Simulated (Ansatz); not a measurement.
Born–Oppenheimer molecular dynamics of CH6SZn (9 atoms, charge 0, multiplicity 1). It starts at the highest image of a converged band, a first-order saddle point between two minima.

Theory: Ansatz, RKS B3LYP-D4/def2-SVP.

```
ensemble                      : NVE (velocity Verlet)
time step                     : 0.5 fs
steps asked                   : 200
starting velocities drawn for : 300 K
seed                          : 11955
```

Frames 0.5 fs apart, positions in Å, forces in eV/Å.

Velocities at 40.0 fs (Å/ps):

```
Zn -4.54 4.15 0.53
H 55.15 -30.93 32.18
C 3.56 -1.03 4.63
H 86.39 -45.55 30.05
S 2.75 -5.23 -4.45
H 10.35 -11.92 -9.79
H -2.58 -15.15 -13.52
H 8.58 8.04 4.40
H 6.22 5.11 8.55
```

```xyz
9
Properties=species:S:1:pos:R:3:forces:R:3 time_fs=40.0 energy_less_start_eV=-0.834 T=1222
Zn 0.022 -0.120 0.374 0.04 -0.07 -1.19
H 2.549 -0.782 2.718 0.54 -0.38 -0.05
C 0.191 -0.976 -1.436 -0.43 0.07 0.62
H 1.942 -0.354 2.756 -0.59 0.41 0.03
S -1.092 1.489 1.350 0.58 0.68 0.61
H -0.746 -1.590 -1.458 0.83 -0.26 -0.18
H -0.047 -0.139 -2.114 0.26 0.15 0.00
H 1.133 -1.469 -1.759 -0.61 -0.10 0.18
H 0.005 2.341 1.394 -0.62 -0.50 -0.03
9
Properties=species:S:1:pos:R:3:forces:R:3 time_fs=40.5 energy_less_start_eV=-0.815 T=1202
Zn 0.019 -0.118 0.374 0.07 -0.12 -1.23
H 2.577 -0.798 2.734 1.05 -0.75 -0.08
C 0.193 -0.976 -1.434 -0.44 0.08 0.55
H 1.985 -0.376 2.771 -1.10 0.78 0.06
S -1.091 1.486 1.348 0.59 0.79 0.66
H -0.740 -1.597 -1.463 0.82 -0.26 -0.15
H -0.048 -0.147 -2.121 0.26 0.15 0.04
H 1.136 -1.465 -1.757 -0.59 -0.11 0.19
H 0.008 2.343 1.398 -0.68 -0.55 -0.04
9
Properties=species:S:1:pos:R:3:forces:R:3 time_fs=41.0 energy_less_start_eV=-0.802 T=1187
Zn 0.017 -0.116 0.374 0.10 -0.17 -1.28
H 2.608 -0.815 2.749 1.37 -0.99 -0.10
C 0.195 -0.977 -1.431 -0.45 0.12 0.49
H 2.025 -0.397 2.786 -1.42 1.01 0.08
S -1.089 1.484 1.346 0.58 0.87 0.70
H -0.731 -1.604 -1.468 0.78 -0.28 -0.12
H -0.048 -0.154 -2.127 0.27 0.15 0.08
H 1.139 -1.462 -1.754 -0.53 -0.14 0.19
H 0.009 2.344 1.402 -0.70 -0.58 -0.04
9
Properties=species:S:1:pos:R:3:forces:R:3 time_fs=41.5 energy_less_start_eV=-0.804 T=1190
Zn 0.015 -0.114 0.374 0.14 -0.23 -1.32
H 2.642 -0.836 2.765 1.40 -1.02 -0.10
C 0.196 -0.977 -1.429 -0.45 0.18 0.42
H 2.061 -0.414 2.802 -1.44 1.04 0.08
S -1.088 1.482 1.344 0.52 0.93 0.74
H -0.721 -1.611 -1.474 0.70 -0.30 -0.09
H -0.048 -0.160 -2.134 0.27 0.14 0.13
H 1.139 -1.458 -1.750 -0.45 -0.17 0.18
H 0.008 2.343 1.406 -0.69 -0.58 -0.05
9
Properties=species:S:1:pos:R:3:forces:R:3 time_fs=42.0 energy_less_start_eV=-0.822 T=1209
Zn 0.013 -0.112 0.374 0.17 -0.28 -1.37
H 2.679 -0.858 2.780 1.11 -0.82 -0.08
C 0.198 -0.978 -1.426 -0.45 0.26 0.37
H 2.094 -0.430 2.817 -1.16 0.84 0.07
S -1.086 1.479 1.342 0.43 0.95 0.78
H -0.710 -1.619 -1.480 0.59 -0.34 -0.06
H -0.047 -0.167 -2.140 0.27 0.13 0.18
H 1.139 -1.455 -1.747 -0.33 -0.20 0.17
H 0.005 2.341 1.410 -0.64 -0.55 -0.05
9
Properties=species:S:1:pos:R:3:forces:R:3 time_fs=42.5 energy_less_start_eV=-0.845 T=1233
Zn 0.010 -0.110 0.374 0.20 -0.34 -1.41
H 2.719 -0.882 2.796 0.62 -0.46 -0.05
C 0.199 -0.978 -1.423 -0.45 0.35 0.32
H 2.124 -0.444 2.833 -0.67 0.49 0.04
S -1.085 1.477 1.340 0.31 0.95 0.82
H -0.697 -1.629 -1.486 0.47 -0.37 -0.03
H -0.045 -0.173 -2.146 0.26 0.12 0.22
H 1.138 -1.453 -1.742 -0.20 -0.24 0.15
H 0.001 2.337 1.414 -0.56 -0.49 -0.05
9
Properties=species:S:1:pos:R:3:forces:R:3 time_fs=43.0 energy_less_start_eV=-0.859 T=1249
Zn 0.008 -0.108 0.374 0.23 -0.40 -1.45
H 2.761 -0.908 2.811 0.07 -0.05 -0.02
C 0.200 -0.978 -1.421 -0.44 0.42 0.28
H 2.153 -0.456 2.849 -0.11 0.07 0.00
S -1.083 1.475 1.338 0.16 0.93 0.85
H -0.682 -1.639 -1.492 0.34 -0.41 -0.01
H -0.043 -0.178 -2.151 0.25 0.11 0.26
H 1.137 -1.451 -1.738 -0.05 -0.27 0.13
H -0.004 2.333 1.417 -0.44 -0.40 -0.04
9
Properties=species:S:1:pos:R:3:forces:R:3 time_fs=43.5 energy_less_start_eV=-0.861 T=1251
Zn 0.006 -0.106 0.374 0.26 -0.46 -1.49
H 2.802 -0.934 2.826 -0.44 0.33 0.01
C 0.202 -0.979 -1.418 -0.42 0.49 0.24
H 2.182 -0.468 2.865 0.39 -0.30 -0.03
S -1.081 1.472 1.336 -0.03 0.87 0.88
H -0.667 -1.650 -1.499 0.20 -0.44 0.02
H -0.040 -0.184 -2.156 0.24 0.10 0.29
H 1.135 -1.450 -1.733 0.09 -0.29 0.11
H -0.011 2.327 1.421 -0.30 -0.29 -0.03
9
Properties=species:S:1:pos:R:3:forces:R:3 time_fs=44.0 energy_less_start_eV=-0.850 T=1240
Zn 0.004 -0.104 0.374 0.29 -0.52 -1.53
H 2.843 -0.959 2.841 -0.82 0.62 0.04
C 0.203 -0.979 -1.415 -0.40 0.52 0.21
H 2.211 -0.481 2.881 0.78 -0.60 -0.06
S -1.080 1.470 1.334 -0.24 0.80 0.91
H -0.652 -1.662 -1.505 0.08 -0.46 0.04
H -0.037 -0.189 -2.160 0.21 0.09 0.31
H 1.134 -1.449 -1.728 0.23 -0.31 0.10
H -0.018 2.321 1.425 -0.13 -0.15 -0.02
9
Properties=species:S:1:pos:R:3:forces:R:3 time_fs=44.5 energy_less_start_eV=-0.836 T=1225
Zn 0.001 -0.102 0.374 0.32 -0.58 -1.56
H 2.882 -0.982 2.856 -1.06 0.81 0.05
C 0.204 -0.979 -1.412 -0.37 0.51 0.18
H 2.242 -0.495 2.896 1.02 -0.79 -0.07
S -1.078 1.468 1.333 -0.46 0.71 0.93
H -0.636 -1.675 -1.511 -0.03 -0.45 0.06
H -0.033 -0.194 -2.163 0.19 0.10 0.32
H 1.133 -1.450 -1.723 0.34 -0.30 0.09
H -0.026 2.314 1.428 0.05 -0.01 0.00
9
Properties=species:S:1:pos:R:3:forces:R:3 time_fs=45.0 energy_less_start_eV=-0.825 T=1213
Zn -0.001 -0.100 0.374 0.35 -0.64 -1.59
H 2.918 -1.004 2.871 -1.16 0.89 0.06
C 0.205 -0.979 -1.409 -0.33 0.46 0.16
H 2.276 -0.511 2.912 1.12 -0.87 -0.08
S -1.077 1.466 1.331 -0.69 0.62 0.95
H -0.621 -1.689 -1.517 -0.11 -0.42 0.08
H -0.029 -0.199 -2.165 0.16 0.10 0.31
H 1.133 -1.451 -1.717 0.42 -0.28 0.09
H -0.033 2.308 1.431 0.25 0.15 0.02
9
Properties=species:S:1:pos:R:3:forces:R:3 time_fs=45.5 energy_less_start_eV=-0.821 T=1208
Zn -0.003 -0.098 0.374 0.38 -0.71 -1.63
H 2.951 -1.023 2.886 -1.13 0.87 0.06
C 0.206 -0.978 -1.406 -0.28 0.34 0.13
H 2.312 -0.530 2.927 1.09 -0.85 -0.08
S -1.075 1.464 1.329 -0.92 0.53 0.97
H -0.605 -1.704 -1.522 -0.16 -0.36 0.11
H -0.024 -0.203 -2.167 0.13 0.11 0.30
H 1.134 -1.452 -1.711 0.47 -0.24 0.11
H -0.040 2.301 1.435 0.43 0.30 0.04
```

Of the whole run (100 fs, mean temperature of the second half 1350 K): The conserved energy stayed within 0.14 meV per atom of its start (net change -0.037 meV per atom), so the integration is sound. The kinetic energy rose, since the run started high on the potential surface and went downhill. It ends in pieces (CH4SZn + H2), so much of that is their flight and rotation, not heat. A run of 0.1 ps of so small a system gives no equilibrium averages. The orbitals stay closed-shell, which can raise the energy where a bond breaks towards radicals; this wasn't checked here.

The run took 2.9 min on 2 threads of AMD EPYC 9R45 96-Core Processor (Zen 5) (shared host), peak memory 0.21 GiB.
